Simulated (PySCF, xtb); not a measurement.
Sn(H)3(vinyl) (C₂H₆Sn), SMILES [SnH3][CH]=C.

Harmonic wavenumbers (cm⁻¹) from GFN2-xTB in xtb at its own minimum, in rising order: 76, 232, 342, 412, 525, 532, 675, 720, 735, 908, 996, 1020, 1241, 1406, 1616, 1667, 1817, 1828, 3045, 3067, 3100.

What does r2SCAN-D4/def2-SVP run with PySCF give at its own minimum? (Estimate from the structure and the level; the computed values follow.)

97, 223, 358, 442, 551, 562, 688, 723, 733, 961, 992, 1035, 1252, 1408, 1652, 1910, 1915, 1924, 3104, 3139, 3199. Paired by order, the mean absolute difference is 45 cm⁻¹ and the zero-point energies are 37.1 and 38.4 kcal/mol.
